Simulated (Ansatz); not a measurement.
Input file for Ansatz (a first-principles code): R-CCSD(T)/aug-cc-pV(D+d)Z on H4OSi (SMILES O[SiH3]). Files ending in .json are basis or fitting sets from the Basis Set Exchange.

Ansatz 0.2 input:
```yaml
crystal:
  periodic: [false, false, false]
  atoms:
    - {symbol: O, position_ang: [0.39899896, 0.74553450, 3.08253297]}
    - {symbol: Si, position_ang: [-0.36404330, -0.54492566, 3.77055063]}
    - {symbol: H, position_ang: [0.47563018, 0.76975217, 2.12467259]}
    - {symbol: H, position_ang: [-1.77105360, -0.66155866, 3.31027065]}
    - {symbol: H, position_ang: [-0.33454178, -0.31118676, 5.22795521]}
    - {symbol: H, position_ang: [0.32268432, -1.82301293, 3.45434476]}
basis:
  gaussian:
    orbitals: aug-cc-pV_D+d_Z.json
magnetization: {spin_polarized: false}
correlation: {method: ccsd_t, electrons: outside_noble_gas}
scf: {lower_state_search: off}
```

The log:

```
Functional definition: HF
[...]
these checks for a lower state are left out or cut short: stability, starts, cluster_reference, orbital_swaps, neighbouring_geometries, increment
integrals: 0.10 GiB planned
899 factors; integrals over basis functions are off by at most 8.2e-4 eV
mean field: 0.16 GiB planned
mean field evaluation 1: about -9961.7543 eV, gradient 3.4e1 eV
mean field evaluation 2: about -9961.7541 eV, gradient 3.4e1 eV
mean field evaluation 4: about -9964.1317 eV, gradient 2.3e0 eV
mean field evaluation 8: about -9964.1544 eV, gradient 3.4e-4 eV
mean field -9964.15437994 eV, -366.1759195163 hartree, gradient 2.5e-6 eV, S^2 0.000000; 0 other end points of the search recorded, 0 dependent functions left out
6 core orbitals not correlated
reference -9964.15437994 eV, -366.1759195163 hartree; 7, 7 occupied and 78, 78 virtual orbitals, 899 factors
second order -8.61740147 eV of doubles, -0.00000000 eV of singles
coupled cluster: 0.28 GiB planned
cycle   1  -9.04869394 eV  change   -4.3e-1 eV  update   7.5e-2
cycle   2  -9.31645382 eV  change   -2.7e-1 eV  update   2.2e-2
cycle   3  -9.38293846 eV  change   -6.6e-2 eV  update   1.1e-2
cycle   4  -9.37887017 eV  change    4.1e-3 eV  update   2.1e-3
cycle   5  -9.37851826 eV  change    3.5e-4 eV  update   7.9e-4
cycle   6  -9.37876964 eV  change   -2.5e-4 eV  update   2.2e-4
cycle   7  -9.37869040 eV  change    7.9e-5 eV  update   7.8e-5
cycle   8  -9.37866208 eV  change    2.8e-5 eV  update   2.6e-5
cycle   9  -9.37866660 eV  change   -4.5e-6 eV  update   1.0e-5
perturbative correction -0.23137852 eV, -0.0085030039 hartree
Total energy: -9973.76442506 eV, -366.5290821608 hartree
Checks for a lower state left out: stability, starts, cluster_reference, orbital_swaps, neighbouring_geometries, increment
```

The run converged.

Cost: roughly 3 core-seconds.
